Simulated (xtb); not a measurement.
F₂OTa (SMILES [O]=[Ta+]([F])[F]), charge +1, singlet, from a rough starting geometry (GFN-xTB shapes and energies of metal compounds can be far from the true ones) (the multiplicity is a formal guess).

The xtb input:
```
$ xtb mol.xyz --gfn 2 --chrg 1 --opt vtight --json

# file mol.xyz
4

Ta     0.28923732     0.55995030     0.21062950
O      1.51390662    -0.60271035    -0.42684766
F     -0.82542566    -0.47574450     1.38005584
F     -0.95325002     0.64790737    -1.29665290
```

Question: What total energy at the end of the optimisation does xtb with GFN2-xTB give?

Answer: -15.0221 Eh

Question: Give the HOMO-LUMO gap at the level GFN2-xTB.

Answer: 2.09 eV
